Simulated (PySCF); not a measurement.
C3H7F3P2.
SMILES: `CP(P)CC(F)(F)F`

Computed, not measured: TDDFT wB97X-D/def2-SVPD, vertical, gas phase, core orbitals frozen in the response in PySCF 2.14.0, density-fitted response routines. The structure is a single GFN2-xTB conformer in the gas phase; no vibrational or solvent corrections. Torsions of this conformer, `[CH3:1][P:2]([PH2:3])[CH2:4][C:5]([F:6])([F:7])[F:8]`: C1–P2–C4–C5 -169°, P2–C4–C5–F6 -47°, H–P3–P2–C1 -72°, H–P3–P2–C1 -165°.

List the vertical singlet excitations with oscillator strengths and describe the spectrum.

```tsv
state	E (eV)	ν̃ (cm⁻¹)	f	main configurations (H = HOMO, L = LUMO)
S1	5.77	46540	0.164	H→L (90%)
S2	6.06	48870	0.081	H→L+1 (78%)
S3	6.52	52610	0.014	H→L+3 (64%), H→L+2 (22%)
S4	6.64	53550	0.036	H→L+2 (49%), H→L+3 (31%), H→L+4 (13%)
S5	7.34	59170	0.017	H→L+4 (63%), H→L+2 (12%), H-1→L (8%)
S6	7.68	61970	0.031	H-1→L (66%)
S7	7.78	62730	0.0038	H→L+5 (28%), H→L+6 (26%), H→L+7 (18%)
S8	7.96	64180	0.165	H→L+6 (60%), H→L+7 (23%)
```

Triplets, Tamm–Dancoff:

| state | E (eV) | λ (nm) | main configurations (H = HOMO, L = LUMO) |
| --- | --- | --- | --- |
| T1 | 4.64 | 267.0 | H→L (85%) |
| T2 | 5.28 | 234.7 | H→L+1 (68%), H→L+5 (10%) |
| T3 | 5.84 | 212.5 | H→L+3 (81%), H-1→L+3 (10%) |

The lowest singlet comes at 215 nm (557 kJ/mol) in the ultraviolet; it is strong; its leading configuration is HOMO→LUMO (90%). The largest oscillator strength of a single state is 0.165. Löwdin shares by element: HOMO phosphorus 78%, carbon 13% or more; LUMO phosphorus 61%, carbon 16% or more (atoms not listed hold the other 23%). Weighted by f, the mean energy of these states is 6.79 eV. Of the 8 states listed, 7 reach f = 0.01 and none stays under 0.0005. The oscillator strengths of these states sum to 0.513; summed over the whole spectrum of an exact calculation they would give the number of electrons, 82 (Thomas–Reiche–Kuhn). Singlets were solved by full linear response, triplets in the Tamm–Dancoff approximation.
